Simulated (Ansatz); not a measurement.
Input file for Ansatz (a first-principles code): R-wB97M-V/def2-TZVPP on H5NSeSi (SMILES N[Se][SiH3]), a point of a torsion scan.

Ansatz 0.2 input:
```yaml
crystal:
  periodic: [false, false, false]
  atoms:
    - {symbol: N, position_ang: [1.84333410, 0.08994022, 0.06583612]}
    - {symbol: Se, position_ang: [0.19829900, -0.20062535, 0.94272789]}
    - {symbol: Si, position_ang: [-0.34372531, 1.99901378, 1.12176236]}
    - {symbol: H, position_ang: [2.43831352, 0.64904088, 0.67601302]}
    - {symbol: H, position_ang: [2.28963936, -0.81768329, -0.04378930]}
    - {symbol: H, position_ang: [0.72249675, 2.65804330, 1.87877664]}
    - {symbol: H, position_ang: [-0.46741000, 2.60620670, -0.19875528]}
    - {symbol: H, position_ang: [-1.59712983, 1.98638798, 1.86315480]}
basis:
  gaussian:
    orbitals: def2-TZVPP
hamiltonian:
  xc: {name: wB97M-V}
scf: {lower_state_search: off}
```

The log:

```
WARN ansatz: RAYON_NUM_THREADS=1 ignored (pool sized by the plan → 1); use --threads N
Functional definition: wB97M-V
these checks for a lower state are left out or cut short: stability, starts, cluster_reference, orbital_swaps, neighbouring_geometries, increment
integrals: 0.15 GiB planned
1136 factors; their error is unknown
integrals: 0.18 GiB planned
247 factors; integrals over basis functions are off by at most 1.2e-5 eV
mean field: 1.21 GiB planned
mean field evaluation 1: about -74791.1411 eV, gradient 4.0e1 eV
mean field evaluation 2: about -74790.6950 eV, gradient 4.2e1 eV
mean field evaluation 4: about -74794.1538 eV, gradient 8.3e-1 eV
mean field evaluation 8: about -74794.3983 eV, gradient 3.4e-1 eV
mean field evaluation 16: about -74794.3984 eV, gradient 2.7e-5 eV
mean field -74794.39839243 eV, -2748.6434434578 hartree, gradient 4.0e-6 eV, S^2 0.000000; 0 other end points of the search recorded, 0 dependent functions left out
reference -74794.39843920 eV, -2748.6434451765 hartree; 30, 30 occupied and 161, 161 virtual orbitals, 1136 factors
Total energy: -74794.39843920 eV, -2748.6434451765 hartree
Checks for a lower state left out: stability, starts, cluster_reference, orbital_swaps, neighbouring_geometries, increment
```

The run converged.

Cost: very roughly 10 core-seconds.
